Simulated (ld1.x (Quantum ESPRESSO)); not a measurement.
# Before and after: TM potential for phosphorus (P)

| Item | Value |
| --- | --- |
| Element | P |
| Generator | ld1.x (Quantum ESPRESSO) 7.5 |
| Type | norm-conserving Troullier–Martins (Kleinman–Bylander form) |
| Functional | PBEsol |
| Relativity | scalar-relativistic |
| Frozen core | [Ne] |
| Valence charge | 5 |
| Reference configuration | 3s2 3p3 |
| Partial waves | 3s (bound): rc 1.15 bohr; 3p (bound): rc 1.60 bohr; 3d channel at 0.45 Ry: rc 1.55 bohr |
| Local potential | all-electron potential smoothed inside 1.35 bohr (lloc = -2) |
| Core correction | a·sin(br)/r model core, default radius (core density twice the valence density) |

Change: local potential all-electron potential smoothed inside 0.66 bohr (lloc = -2).

Cutoffs: the cutoffs (Ry, on a coarse ladder) from which the occupation-weighted sum of valence levels, in a spherical-Bessel basis at the reference potential, stays within 10 and 1 mRy of its value at 400 Ry; they do not see the model core or the augmentation charge, which bear on the density cutoff. Errors are all-electron minus pseudo energies relative to the spin-unpolarised reference configuration.

Q: Predict the effect on cutoff, ghosts and configuration errors.

A: The potential gets neither clearly harder nor softer (55 Ry and 140 Ry → 60 Ry and 140 Ry); a bound ghost appears in s, which as a rule spoils a file; the number of tests that count goes from 7 to 4; of the 4 tests that both files solve, the error grows in 3 and shrinks in 1 by more than 15 % and 0.3 meV (median size 3.1 → 14.2 meV); the range in which the s phases agree widens (upper end 2.2 → at the end of the scan); the range in which the p phases agree narrows (upper end 4.9 → 3.3). In the separable form a ghost depends on how the local part lies against the semilocal potential of the channel, so the choice of the local part can create or remove one.

| quantity | base | changed |
| --- | --- | --- |
| cutoff, loose | 55 Ry | 60 Ry |
| cutoff, tight | 140 Ry | 140 Ry |
| loose cutoff by channel (10 mRy a level) | s 50 Ry, p 8 Ry | s 21 Ry, p 8 Ry |
| bound ghosts | none | s |
| tests counted (converged, no solver errors) | 7 of 7 | 4 of 7 |
| error for 3s2 3p2, meV [ΔE 9.70 eV] | +4.0 | -42 |
| error for 3s1 3p4, meV [ΔE 8.51 eV] | -2.3 | -15 |
| error for 3s2 3p2.5, meV [ΔE 3.76 eV] | +0.6 | -13 |
| error for 3s0 3p5, meV [ΔE 17.15 eV] | -10 | -8.4 |
| s: phases at 1.75 bohr within 0.05 rad from the reference energy up to (Ry; the scan ends near 5) | 2.2 | to the end of the scan |
| p: phases at 1.75 bohr within 0.05 rad from the reference energy up to (Ry; the scan ends near 5) | 4.9 | 3.3 |
| d: phases at 1.75 bohr within 0.05 rad from the reference energy up to (Ry; the scan ends near 5) | to the end of the scan | to the end of the scan |

Changed file: Tests not counted: 3s2 3p1 (solver errors, printed error -42.4 eV); 3s2 3p0 (solver errors, printed error -25.3 eV); 3s1 3p0 (solver errors, printed error -6.2 eV). A true bound ghost makes a file unfit for plane-wave use even where its test errors are small: the radial tests pick states by their node count and pass the ghost by. Where a test does run into it, the solver fails or the error is huge.
